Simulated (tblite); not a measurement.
`C=CC(=C)C[SiH2][SiH2][SiH3]`. Structure optimised with GFN2-xTB, isolated species.

```
atom  x, y, z in Å
C1    -2.0937   -0.6909   -1.9166
C2    -1.5721    0.4501   -1.4825
C3    -1.2391    0.7802   -0.1032
C4    -0.7253    1.9802    0.1800
C5    -1.4402   -0.2446    0.9613
Si6   -0.0091   -1.5202    0.9925
Si7    2.0217   -0.4082    0.8968
Si8    2.7133    0.2907   -1.1983
H9    -2.3285   -1.5114   -1.2609
H10   -2.3124   -0.8446   -2.9598
H11   -1.3689    1.2403   -2.1952
H12   -0.4748    2.2683    1.1872
H13   -0.5545    2.7220   -0.5819
H14   -2.3927   -0.7534    0.8218
H15   -1.4793    0.2496    1.9327
H16   -0.1813   -2.4429   -0.1406
H17   -0.2520   -2.3432    2.1888
H18    3.0501   -1.2862    1.4857
H19    2.0062    0.7365    1.8254
H20    1.8722    1.3590   -1.7399
H21    2.6612   -0.8073   -2.1682
H22    4.0888    0.7955   -1.2295
```

Q: What is the longest distance between nuclei?

A: H10···H18 and H14···H22, 6.980 Å down to 6.973 Å.

Q: Work out the bond lengths C1–H10, C3=C4, C3–C5, C5–H15, Si6–Si7, Si6–H17, Si8–H21, Si8–H22 in Å.

A: For C1–H10 the difference vector is (-0.2187, -0.1537, -1.0432) Å, of length 1.0769 Å. C1–H10 1.077; C3=C4 1.336; C3–C5 1.491; C5–H15 1.091; Si6–Si7 2.317; Si6–H17 1.472; Si8–H21 1.466; Si8–H22 1.466 Å.

Q: Give the dihedral angles H19–Si7–Si8–H20, C3–C5–Si6–H16, C4–C3–C5–Si6.

A: H19–Si7–Si8–H20 -57° (synclinal); C3–C5–Si6–H16 -76° (synclinal); C4–C3–C5–Si6 -98° (anticlinal). Dihedral signs follow IUPAC: positive where, seen along the central bond, the front bond turns clockwise onto the rear one.

Q: What are the angles C3–C2–H11, C3–C4–H13, Si7–Si8–H21, H21–Si8–H22?

A: From the scalar product of the two bond vectors; for C3–C2–H11 it is -0.6545 Å² over 1.4568 × 1.0834 Å², cos θ = -0.4147. C3–C2–H11 114.5°; C3–C4–H13 122.0°; Si7–Si8–H21 111.2°; H21–Si8–H22 106.1°.

Q: How far apart are these pairs, which share no bond: C3···H12, C4···H14, C5···H17, Si8···H18, H9···H13, H10···H14, H10···H17?

A: C3···H12 2.113 Å (2 bonds apart); C4···H14 3.266 Å (3 bonds apart); C5···H17 2.706 Å (2 bonds apart); Si8···H18 3.131 Å (2 bonds apart); H9···H13 4.640 Å (5 bonds apart); H10···H14 3.784 Å (5 bonds apart); H10···H17 5.744 Å (6 bonds apart).

Q: Where is the centre of mass (commonest isotopes), and what is the radius of gyration?

A: Mass 158.040 u; centre at (0.315, -0.121, -0.075) Å; Rg = √(Σ m r²/M) = 2.358 Å. As Ia + Ib + Ic = 2 Σ m r², the three principal moments sum to 1757.8 u·Å².

Q: Write the matrix of distances between heavy atoms (Å, lower triangle).

A: 
```
C1    0.000
C2    1.328  0.000
C3    2.487  1.457  0.000
C4    3.661  2.413  1.336  0.000
C5    2.985  2.544  1.491  2.464  0.000
Si6   3.674  3.529  2.829  3.664  1.917  0.000
Si7   4.993  4.395  3.612  3.710  3.466  2.317  0.000
Si8   4.959  4.298  4.130  4.072  4.712  3.936  2.314  0.000
```

GFN2-xTB frequencies show an imaginary mode (49i cm⁻¹), so the point is no minimum at that level. 3 starts were optimised and ended at 0.00, 2.07 and 3.91 kcal/mol (GFN2-xTB); the lowest of these is shown.

The numbers are calculated, not measured.
